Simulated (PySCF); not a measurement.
Isomers of C5H8N2Si.

All values: PBE0/pcSseg-1 (PySCF) at GFN2-xTB geometries, gas phase, one conformer each.

Question: Rank by the highest IAO charge on any atom, lowest value first.
A. `Cc1cc([SiH3])cnn1`
B. `[CH2:1]=[CH:2][c:3]1[cH:4][n:5][cH:6][n:7]1[SiH3:8]` with C1–C2–C3–C4 0°
C. `[H]/[N:1]=[CH:2]\[c:3]1[cH:4][cH:5][n:6]([SiH3:7])[cH:8]1` with N1–C2–C3–C4 180°
D. `[H]/[N:1]=[CH:2]\[SiH2:3][n:4]1[cH:5][cH:6][cH:7][cH:8]1` with N1–C2–Si3–N4 -7°, C2–Si3–N4–C5 127°

Answer: A (+0.607 e), B (+0.743 e), C (+0.760 e), D (+0.847 e).

Question: Rank by HOMO–LUMO gap, lowest first.
A. `[CH2:1]=[CH:2][c:3]1[cH:4][n:5][cH:6][n:7]1[SiH3:8]` with C1–C2–C3–C4 0°
B. `[H]/[N:1]=[CH:2]\[c:3]1[cH:4][cH:5][n:6]([SiH3:7])[cH:8]1` with N1–C2–C3–C4 180°
C. `c1(C)nncc([SiH3])c1`
D. `[H]/[N:1]=[CH:2]\[SiH2:3][n:4]1[cH:5][cH:6][cH:7][cH:8]1` with N1–C2–Si3–N4 -7°, C2–Si3–N4–C5 127°

Answer: C (4.99 eV), A (5.29 eV), D (5.45 eV), B (5.89 eV).

All values together:

```csv
SMILES,μ (D),HOMO (eV),LUMO (eV),lowest IAO charge (e),highest IAO charge (e),lowest Hirshfeld charge (e),highest Hirshfeld charge (e)
[H]/N=C\c1ccn([SiH3])c1,4.81,-6.52,-0.62,-0.449 (N),+0.760 (Si),-0.252 (N),+0.395 (Si)
C=Cc1cncn1[SiH3],3.47,-6.18,-0.89,-0.366 (N),+0.743 (Si),-0.207 (N),+0.388 (Si)
Cc1cc([SiH3])cnn1,3.99,-6.55,-1.56,-0.437 (C),+0.607 (Si),-0.118 (C),+0.326 (Si)
[H]/N=C\[SiH2]n1cccc1,1.99,-6.43,-0.98,-0.378 (N),+0.847 (Si),-0.207 (N),+0.400 (Si)
```

Conformers: `[H]/[N:1]=[CH:2]\[c:3]1[cH:4][cH:5][n:6]([SiH3:7])[cH:8]1` with N1–C2–C3–C4 180°; `[CH2:1]=[CH:2][c:3]1[cH:4][n:5][cH:6][n:7]1[SiH3:8]` with C1–C2–C3–C4 0°; `[H]/[N:1]=[CH:2]\[SiH2:3][n:4]1[cH:5][cH:6][cH:7][cH:8]1` with N1–C2–Si3–N4 -7°, C2–Si3–N4–C5 127°.
